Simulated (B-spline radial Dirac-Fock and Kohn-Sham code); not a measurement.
ΔSCF core binding energies without Breit or QED terms, calculated with an atomic code on a B-spline grid.

A sound run for the free gallium atom, configuration [Ar] 3d10 4s2 4p1: The ground state converged in 11 iterations, with total energy -1942.56375 Ha, virial ratio 1.98003 and highest orbital energy -5.60 eV. ΔSCF binding energies: K (1s) 10396.0 eV, L3 (2p3/2) 1126.0 eV, M5 (3d5/2) 24.79 eV.

A second run, with one unsound setting: The ground state converged in 11 iterations, with total energy -1887.25509 Ha, virial ratio 2.03060 and highest orbital energy -5.78 eV. ΔSCF binding energies: K (1s) 9748.7 eV, L3 (2p3/2) 1131.8 eV, M5 (3d5/2) 25.54 eV.

```
iter   energy (Ha)        error
   1    -1886.63192493  1.26e+00
   2    -1887.11531156  9.66e-02
   3    -1887.25385799  2.87e-02
   4    -1887.25482469  1.29e-02
   5    -1887.25508578  1.09e-03
   6    -1887.25509221  1.52e-04
   7    -1887.25509266  3.26e-05
   8    -1887.25509269  1.76e-05
   9    -1887.25509269  1.47e-06
  11    -1887.25509269  2.96e-08
```

Task: Which fault fits the second run best?
A. overfilled shell
B. functional not served
C. too few iterations
D. nuclear radius in wrong units

Result: D. The input had radius_factor = 100.0: radius_factor inflates the nucleus far beyond its size, which weakens the binding of the inner electrons.
